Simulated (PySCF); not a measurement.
**InF⁺: from constants to spectrum**

LC-ωPBE constants of InF⁺, ²Σ⁺ (doublet), unpaired electrons σ ↑ (PySCF, scalar-relativistic core potentials, basis sets In def2-SVP with ECP28, F def2-SVP; masses 114.9039 and 18.9984 u):

* ωe: 627.8 cm⁻¹
* ωexe: 4.87 cm⁻¹
* Be: 0.2816 cm⁻¹
* αe: 0.00208 cm⁻¹
* D (centrifugal): 2.27e-07 cm⁻¹
* De to In⁺ + F: 1.32 eV

(1) Give the vibrational terms G(v) and spacings up to v = 6.

(2) How well does the Morse estimate ωe²/(4ωexe) reproduce De, and what is D0?

Spin–orbit coupling is left out, which matters for elements this heavy, above all for dissociation energies. For an ion De counts to the pair picked by the measured ionisation energies or electron affinities, which need not be the lowest pair at this level. The state was picked by a PBE0 search and need not be the measured ground state.

## Answers

(1) G(v) = ωe(v+½) − ωexe(v+½)².

```json
{"v": "0", "G(v) (cm⁻¹)": "313", "G(v) − G(v−1)": "", "Bv (cm⁻¹)": "0.2806"}
{"v": "1", "G(v) (cm⁻¹)": "931", "G(v) − G(v−1)": "618", "Bv (cm⁻¹)": "0.2785"}
{"v": "2", "G(v) (cm⁻¹)": "1539", "G(v) − G(v−1)": "608", "Bv (cm⁻¹)": "0.2764"}
{"v": "3", "G(v) (cm⁻¹)": "2138", "G(v) − G(v−1)": "599", "Bv (cm⁻¹)": "0.2743"}
{"v": "4", "G(v) (cm⁻¹)": "2726", "G(v) − G(v−1)": "589", "Bv (cm⁻¹)": "0.2722"}
{"v": "5", "G(v) (cm⁻¹)": "3306", "G(v) − G(v−1)": "579", "Bv (cm⁻¹)": "0.2702"}
{"v": "6", "G(v) (cm⁻¹)": "3875", "G(v) − G(v−1)": "569", "Bv (cm⁻¹)": "0.2681"}
```

(2) It gives 2.51 eV, 190 % of the computed De. D0 = De − G(0) = 1.32 − 0.04 = 1.28 eV.
